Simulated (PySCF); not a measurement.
# Working out the ionisation energy of Te⁺

Te⁺ [Kr] 4d10 5s2 5p3 (4S) → Te²⁺ [Kr] 4d10 5s2 5p2 (3P). Computed with PySCF 2.14 in aug-cc-pVDZ-PP with ECP28MDF (5s4p3d, 32 functions), with a scalar-relativistic core potential. Frozen: 4s2 4p6 4d10. Energies in hartree (1 hartree = 27.21139 eV):

| part | Te⁺ (lower) | Te²⁺ (upper) |
| --- | --- | --- |
| UHF | -266.715443 | -266.040972 |
| MP2 opposite-spin | -0.035034 | -0.030838 |
| MP2 same-spin | -0.012950 | -0.005926 |

**Question.** What does Hartree-Fock give?

**Answer.** (-266.040972) − (-266.715443) = 0.674471 hartree = 18.353 eV.

**Question.** What do MP2 and SCS-MP2 (6/5 opposite-spin, 1/3 same-spin) give?

**Answer.** The opposite-spin parts differ by 0.114 eV and the same-spin parts by 0.191 eV. MP2: 18.353 + (0.114) + (0.191) = 18.658 eV. SCS-MP2: 18.353 + 1.2 × (0.114) + (0.191)/3 = 18.553 eV.

Reference: 18.6 ± 0.4 eV (measured; NIST Atomic Spectra Database, ionization energies), between the lowest levels; spin-orbit coupling is absent from the calculation.

A double-zeta basis recovers only part of the correlation energy.

What remains against the reference includes basis incompleteness, the frozen core and correlation beyond second order.
